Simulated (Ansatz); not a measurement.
```yaml
crystal:
  periodic: [false, false, false]
  atoms:
    - {symbol: F, position_ang: [-1.472827, 1.691949, 1.012850]}
    - {symbol: Ga, position_ang: [-1.023980, 0.670023, -0.371486]}
    - {symbol: B, position_ang: [0.639078, -0.457053, 0.149375]}
    - {symbol: S, position_ang: [1.293066, -0.226681, 1.789980]}
    - {symbol: Se, position_ang: [1.514766, -1.723862, -1.010982]}
    - {symbol: H, position_ang: [-1.970961, 0.874181, -1.596982]}
    - {symbol: H, position_ang: [0.398467, 0.698442, 2.187735]}
    - {symbol: H, position_ang: [0.622391, -1.527008, -2.160489]}
basis:
  gaussian: {orbitals: x2c-TZVPPall}
hamiltonian: {xc: {name: B3LYP}, dispersion: d3bj}
```

```sh
$ ansatz run in.yaml --threads 4 --pin off --events-out ev --progress --plain --max-ram 10444MiB
```

It prints (some lines left out):

```
Functional definition: B3LYP
1618 factors; their error is unknown
mean field evaluation 1: about -133327.9741 eV, gradient 5.4e1 eV
mean field evaluation 2: about -133312.7781 eV, gradient 1.1e2 eV
mean field evaluation 4: about -133332.6441 eV, gradient 6.9e0 eV
mean field evaluation 8: about -133332.7427 eV, gradient 1.9e-1 eV
mean field evaluation 16: about -133333.1407 eV, gradient 9.3e-5 eV
mean field -133333.14067054 eV, -4899.9025431937 hartree, gradient 2.3e-5 eV, S^2 0.000000; 0 other end points of the search recorded, 0 dependent functions left out
reference -133333.14094106 eV, -4899.9025531350 hartree; 49, 49 occupied and 193, 193 virtual orbitals, 1618 factors
Total energy: -133333.57472818 eV, -4899.9184945176 hartree
Relativity: scalar
```

Hardware: 4 threads of an AMD EPYC 9R45 on a shared host. Wall time 1.6 s, peak host memory 0.77 GiB.
